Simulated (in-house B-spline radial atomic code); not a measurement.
Computed with a B-spline radial atomic code. Model: two electrons, singlet ground state, non-relativistic, full CI in B-splines with partial waves to l = 8 (at full coupling up to 3e-4 hartree above the limit, correlation up to 0.6 % small), density held at that of full coupling by Lieb maximisation.

Along the adiabatic connection the electron repulsion is scaled by a coupling λ while a local potential keeps the density fixed. At λ = 0 the system is the Kohn-Sham one and W equals the exchange energy; the exchange-correlation energy is the area under W between 0 and 1. The kinetic energy rises with λ as the electrons avoid each other, with dT/dλ = −λ dW/dλ.

Command:
```bash
python run_ac.py task.json out
```
Settings (lengths in bohr, energies in hartree):
```
potential              harmonic
strength               2.12
lmax                   8
```

Cost of the run: 6.7 s on 1 thread of Intel(R) Xeon(R) Processor @ 2.30GHz, with other jobs on the host.

**W = mean repulsion less Hartree energy, and W of three functionals.**

Given: confinement harmonic well; well frequency 2.12 hartree; external potential omega^2 r^2/2.

Computed: LDA exchange minus exact 160.45 millihartree; SCAN exchange minus exact 3.2211 millihartree.

```tsv
coupling	W xc (hartree)	W xc minus exchange (millihartree)	kinetic minus Kohn-Sham (millihartree)	LDA (PW92) W minus its exchange (millihartree)	PBE W minus its exchange (millihartree)	SCAN W minus its exchange (millihartree)
0	-1.1089	0	0	0	0	0
0.02	-1.1109	-1.993	0.02	-12.23	-3.28	-1.9
0.05	-1.1139	-4.949	0.12	-25.12	-8.01	-4.69
0.12	-1.1206	-11.702	0.7	-48.25	-18.38	-11
0.25	-1.1327	-23.724	2.91	-80.71	-35.76	-22.1
0.4	-1.1457	-36.806	7.15	-110.12	-53.63	-34.11
0.6	-1.162	-53.035	15.25	-142.04	-74.78	-48.99
0.8	-1.1769	-68.002	25.7	-168.71	-93.61	-62.77
1	-1.1908	-81.833	38.13	-191.77	-110.62	-75.59
1.4	-1.2154	-106.52	67.63	-230.4	-140.38	-98.79
2	-1.2464	-137.44	119.88	-276	-177.23	-128.6
3	-1.286	-177.1	218	-332.43	-224.87	-168.47
4.5	?	?	?	?	?	?
7	?	?	?	?	?	?
10	-1.4043	-295.39	893.62	-506.81	-381.39	-299.54
```

(1) What belongs in the row 4.5?

(2) What belongs in the row 7?

(3) What is the PBE exchange minus exact?

**Energy parts, natural occupations and partial-wave weights.**

Computed: total energy 7.4511 hartree; exchange energy -1.1089 hartree; kinetic part of the DFT correlation energy 0.038134 hartree; initial slope twice GL2 -0.10006 hartree; kinetic part over minus potential part 0.466; Hartree energy 2.2179 hartree; Kohn-Sham kinetic 2.9171 hartree.

| natural | occupation of the shell (electrons) |
| --- | --- |
| s | 1.9858 |
| p | 0.012763 |
| s | ? |
| d | 0.00048515 |
| p | 0.00010148 |
| f | 6.1387e-05 |

(4) What belongs in the row s?

```tsv
wave	weight
s	0.99327
p	?
d	0.00025369
f	3.3834e-05
g	7.6272e-06
```

(5) What belongs in the row p?

(6) What is the correlation energy?

(7) What is the Lieb Oxford ratio E_xc over LDA exchange?

## Answers

(1) W xc (hartree): -1.3277; W xc minus exchange (millihartree): -218.82; kinetic minus Kohn-Sham (millihartree): 372.35; LDA (PW92) W minus its exchange (millihartree): -391.64; PBE W minus its exchange (millihartree): -276.73; SCAN W minus its exchange (millihartree): -212.77.

(2) W xc (hartree): -1.3718; W xc minus exchange (millihartree): -262.88; kinetic minus Kohn-Sham (millihartree): 621.03; LDA (PW92) W minus its exchange (millihartree): -456.37; PBE W minus its exchange (millihartree): -335.05; SCAN W minus its exchange (millihartree): -262.16.

(3) 47.403 millihartree.

(4) occupation of the shell (electrons): 0.00070889.

(5) weight: 0.0064352.

(6) -0.043699 hartree.

(7) 1.2152.

Half-way to full coupling W has made 55 % of its drop, against 50 % for a straight line, and second-order (GL2) theory, half the initial slope, overshoots the correlation energy by about 15 %: a moderate bend, as in light atoms. Over couplings 0 to 1 the errors in E_xc come to about +86 millihartree for LDA, +30 millihartree for PBE, +6.5 millihartree for SCAN, so SCAN is nearest. In LDA and PBE the errors of exchange and correlation have opposite signs, so the sum is smaller than the larger of the two.
